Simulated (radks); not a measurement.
Task: The mean radii <r> (bohr) of the occupied orbitals of an atom or ion are listed with their occupations. All-electron calculation, Dirac Kohn-Sham, PBE, spin-unpolarised, spherical densities, point nucleus. Program: a radial shooting solver on a logarithmic mesh with Libxc functionals.

| orbital | occ. | <r> |
|---|---|---|
| 1s1/2 | 2 | 0.02111 |
| 2s1/2 | 2 | 0.08922 |
| 2p1/2 | 2 | 0.07438 |
| 2p3/2 | 4 | 0.08144 |
| 3s1/2 | 2 | 0.2339 |
| 3p1/2 | 2 | 0.2236 |
| 3p3/2 | 4 | 0.2369 |
| 3d3/2 | 4 | 0.2095 |
| 3d5/2 | 6 | 0.2136 |
| 4s1/2 | 2 | 0.5194 |
| 4p1/2 | 2 | 0.5266 |
| 4p3/2 | 4 | 0.5533 |
| 4d3/2 | 4 | 0.5698 |
| 4d5/2 | 6 | 0.5782 |
| 4f5/2 | 1.71429 | 0.6055 |
| 4f7/2 | 2.28571 | 0.6092 |

Name the element and its charge. Open shells, if any, are shared by 2j + 1.

Result: Z = 66, dysprosium, charge +16: Dy16+ in [Kr] 4d10 4f4. The 1s radius gives Z: for a bare nucleus <r> = (2 gamma + 1)/(2Z) with gamma = sqrt(1 - (Z/c)^2), 0.02085 bohr for Z = 66, and screening makes it slightly larger (0.02111 here). The occupations add up to 50, and the charge is Z minus that.
